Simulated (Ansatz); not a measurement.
Input file for Ansatz (a first-principles code): R-CCSD(T)/cc-pV(T+d)Z on H3NSSi (SMILES N[Si]S), a point of a torsion scan. Files ending in .json are basis or fitting sets from the Basis Set Exchange.

Ansatz 0.2 input:
```yaml
crystal:
  periodic: [false, false, false]
  atoms:
    - {symbol: N, position_ang: [-1.09816153, 0.10395538, 0.18672258]}
    - {symbol: Si, position_ang: [0.14852826, -0.73486151, 1.00060609]}
    - {symbol: S, position_ang: [1.86754503, 0.46506608, 0.31078480]}
    - {symbol: H, position_ang: [-0.97680708, 0.87716145, -0.45458362]}
    - {symbol: H, position_ang: [-2.06533157, -0.15670633, 0.27910935]}
    - {symbol: H, position_ang: [1.23167654, 1.62051166, 0.16697746]}
basis:
  gaussian:
    orbitals: cc-pV_T+d_Z.json
magnetization: {spin_polarized: false}
correlation: {method: ccsd_t, electrons: outside_noble_gas}
scf: {lower_state_search: off}
```

The log:

```
WARN ansatz: RAYON_NUM_THREADS=1 ignored (pool sized by the plan → 1); use --threads N
Functional definition: HF
these checks for a lower state are left out or cut short: stability, starts, cluster_reference, orbital_swaps, neighbouring_geometries, increment
integrals: 0.35 GiB planned
882 factors; integrals over basis functions are off by at most 1.3e-3 eV
mean field: 0.38 GiB planned
mean field evaluation 1: about -20208.3109 eV, gradient 3.4e1 eV
mean field evaluation 2: about -20208.4539 eV, gradient 3.4e1 eV
mean field evaluation 4: about -20211.1659 eV, gradient 3.1e0 eV
mean field evaluation 8: about -20211.2258 eV, gradient 2.8e-1 eV
mean field evaluation 16: about -20211.2266 eV, gradient 1.8e-6 eV
mean field -20211.22658649 eV, -742.7488773920 hartree, gradient 1.8e-6 eV, S^2 0.000000; 0 other end points of the search recorded, 0 dependent functions left out
11 core orbitals not correlated
reference -20211.22658649 eV, -742.7488773920 hartree; 9, 9 occupied and 130, 130 virtual orbitals, 882 factors
second order -13.47235966 eV of doubles, -0.00000000 eV of singles
coupled cluster: 0.86 GiB planned
cycle   1  -14.00545466 eV  change   -5.3e-1 eV  update   8.9e-2
cycle   2  -14.38551029 eV  change   -3.8e-1 eV  update   2.9e-2
cycle   3  -14.45941882 eV  change   -7.4e-2 eV  update   1.5e-2
cycle   4  -14.44930153 eV  change    1.0e-2 eV  update   4.0e-3
cycle   5  -14.44886504 eV  change    4.4e-4 eV  update   1.8e-3
cycle   6  -14.44868279 eV  change    1.8e-4 eV  update   6.0e-4
cycle   7  -14.44851379 eV  change    1.7e-4 eV  update   2.1e-4
cycle   8  -14.44858353 eV  change   -7.0e-5 eV  update   7.2e-5
cycle   9  -14.44859135 eV  change   -7.8e-6 eV  update   2.5e-5
cycle  10  -14.44857938 eV  change    1.2e-5 eV  update   8.5e-6
perturbative correction -0.65317724 eV, -0.0240038209 hartree
Total energy: -20226.32834311 eV, -743.3038567116 hartree
Checks for a lower state left out: stability, starts, cluster_reference, orbital_swaps, neighbouring_geometries, increment
```

Self-consistency was reached.

Cost: about 23 core-seconds (a rough figure).
